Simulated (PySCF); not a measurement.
Cartesian coordinates in Å; atom numbers follow the order of the lines, from 1:
```xyz
17

C     2.629   -1.051    0.775
C     1.332   -1.333    0.678
C     0.425   -0.501   -0.034
C    -0.881   -0.388   -0.406
Si   -2.514   -1.296   -0.260
P     0.157    0.913   -1.082
O     0.533    1.198   -2.470
C    -0.042    2.457   -0.030
F    -0.412    2.174    1.220
F    -0.961    3.272   -0.547
F     1.106    3.135    0.035
H     3.314   -1.682    1.314
H     3.039   -0.169    0.306
H     0.900   -2.209    1.145
H    -3.122   -1.319   -1.587
H    -2.200   -2.641    0.223
H    -3.311   -0.549    0.711
```

Theoretical values (PySCF 2.14.0 with density-fitted response routines): geometry from GFN2-xTB, PBE0/pcSseg-1 with gauge-including orbitals. Non-relativistic Hamiltonian, rapidly exchanging positions averaged, one computed conformer, gas phase.

Referencing at the same level of theory: 13C (σref 186.93) and 1H (σref 31.72) and 29Si (σref 349.16) against TMS; 31P (σref 318.38) against H3PO4; 17O (σref 336.08) against H2O; 19F (σref 170.95) against CFCl3.

```csv
atoms,nucleus,count,δ (ppm)
C3,13C,1,187.0
O7,17O,1,51.5
H14,1H,1,7.07
F9/F10/F11,19F,3,-77.8
H12,1H,1,6.60
H15/H16/H17,1H,3,?
C2,13C,1,131.0
P6,31P,1,-109.1
C4,13C,1,?
H13,1H,1,6.46
C1,13C,1,144.9
Si5,29Si,1,?
C8,13C,1,?
```

Complete the table.

## Answers


- C4: 166.7 ppm, fully substituted alkene carbon
- C8: 131.6 ppm, CF3 carbon; 3 electronegative neighbours deshield it
- H15/H16/H17: 4.47 ppm, hydrogen on a silicon bonded to C
- Si5: -92.7 ppm, silicon bonded to C, 3 H

Shifts are as computed. Against solution values, carbons near 30 ppm lie about +3 ppm off and those near 130 ppm about +5 ppm. Of 1211 compounds with measured shifts, 218 miss one by over three times the rms of a fit or turn the order of signals round; such compounds aren't used in these exercises. Unscaled 19F shifts against computed CFCl3 carry errors that often reach 10 to 50 ppm. Experimental scales use liquid or dissolved standards, which lie at an offset from isolated H2O (liquid H2O: subtract about 36 ppm) and H3PO4.
